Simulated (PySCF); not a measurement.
C4H4, SMILES C=C=C=C.

Geometry: B3LYP-D3(BJ)/def2-SVP.

The numbers are results of PySCF with HF/def2-TZVPD, not measurements.

Isolated molecule, no solvent.

Computed frontier levels, gap, dipole moment and polarisability:
* **highest occupied level**: -9.13 eV
* **lowest empty level**: 1.84 eV
* **orbital gap**: 10.97 eV
* **dipole moment**: 0.00 D
* **quadrupole, principal values (traceless, Buckingham form, about the centre of nuclear charge)**: -7.04, -0.94, 7.98 D·Å
* **mean static polarisability**: 62.4 bohr³ (9.25 Å³)
* **polarisability, principal values**: 34.4, 36.4, 116.4 bohr³
